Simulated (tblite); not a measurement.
Run record: tight-binding relaxation, `CS[Si@@H](Cl)C1=C(Cl)CC1`.

Computed with GFN2-xTB geometry optimisation, gas phase (tblite 0.8.0). Start geometry: from a force field or distance geometry. The command runs a driver script over a list of jobs; the input below is this job's line of settings and its coordinates in Å.

Command:
```bash
OMP_NUM_THREADS=1 python probes_run.py task.json out
```

Input:
```
{"job": {"kind": "relax", "xc": "GFN2-xTB", "basis": "xTB"}, "charge": 0, "multiplicity": 1}
C     -2.725300     0.108900     1.047300
S     -2.567900     0.132200    -0.758100
Si    -0.842100    -1.109000    -1.084800
Cl    -0.477200    -1.229300    -3.099500
C      0.656200    -0.237200    -0.398600
C      1.288700    -0.256800     0.779200
Cl     1.021500    -1.123800     2.295700
C      2.345600     0.756400     0.354300
C      1.610600     0.781600    -1.000600
H     -2.851000    -0.911400     1.425500
H     -3.628900     0.677500     1.325800
H     -1.872200     0.576300     1.527200
H     -1.059000    -2.462000    -0.519700
H      2.343800     1.705200     0.885500
H      3.366400     0.391700     0.299100
H      2.210600     0.449000    -1.837100
H      1.173200     1.762700    -1.251100
```

Output:
```
step      E/eV     max force
  0    -785.87614    1.319
  1    -785.93117    0.970
  2    -785.96979    0.393
  3    -785.98081    0.327
  4    -785.98949    0.195
  5    -785.99392    0.159
  6    -785.99741    0.126
  7    -786.00008    0.107
  8    -786.00221    0.095
  9    -786.00382    0.097
... (59 lines left out)
 69    -786.02194    0.022
 70    -786.02204    0.028
 71    -786.02218    0.030
 72    -786.02232    0.030
 73    -786.02243    0.025
 74    -786.02251    0.016
 75    -786.02256    0.017
 76    -786.02259    0.015
 77    -786.02261    0.014
 78    -786.02262    0.009
```

«max force» is the largest atomic force in eV/Å.

Question: From which step on does the largest force stay under 0.1 eV/Å, and how much energy is left to gain from there?

Answer: From step 13 (0.094 eV/Å), 12.1 meV above the end.

Summary of the converged run: energy lowered by 3.4 kcal/mol over 78 steps; largest atomic force 0.009 eV/Å at the end.

Question: Estimate the wall time. Hardware: one thread of an Intel Xeon at 2.50 GHz, shared host with 64 logical CPUs at a one-minute load of 63.

Answer: About 3.6 s.
Labels such as C1 count atoms from 1, the log's own numbers from 0.
